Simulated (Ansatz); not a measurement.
The cluster As2S2, relaxed as a singlet with RKS r2SCAN-D4/def2-SVP in Ansatz, starting from the GFN2-xTB geometry. Force threshold 0.02 eV/Å.

The structure comes from a short search, and lower isomers may exist.

Start:

| atom | x (Å) | y (Å) | z (Å) |
| --- | --- | --- | --- |
| As1 | 0.5877 | -1.1432 | 0.0784 |
| As2 | 0.5483 | 1.1561 | -0.1464 |
| S3 | -0.4751 | 0.1494 | 1.6039 |
| S4 | -0.6609 | -0.1623 | -1.5359 |

Question: Estimate the energy that the relaxation releases and the steps that it takes.

Answer: 0.04 eV, in 4 steps; 9 s on 4 threads of Arm Neoverse N1 on a shared host. No frequencies were taken in this run, so the end may be a saddle point.

Question: Does the start keep its bonding and symmetry?

Answer: By distances, no bond broke or formed. The bond that changes most is As2–S3, from 2.26 to 2.30 Å (atoms count from 1). Point group C2v at the start, C2v at the end, both within 0.05 Å.

Question: Predict the relaxed structure.

Answer: 
```xyz
4

As    0.599   -1.157    0.079
As    0.559    1.170   -0.149
S    -0.484    0.152    1.637
S    -0.673   -0.165   -1.568
```
Bond lengths: 4 × As–S 2.30 to 2.31 Å; 1 × As–As 2.34 Å.
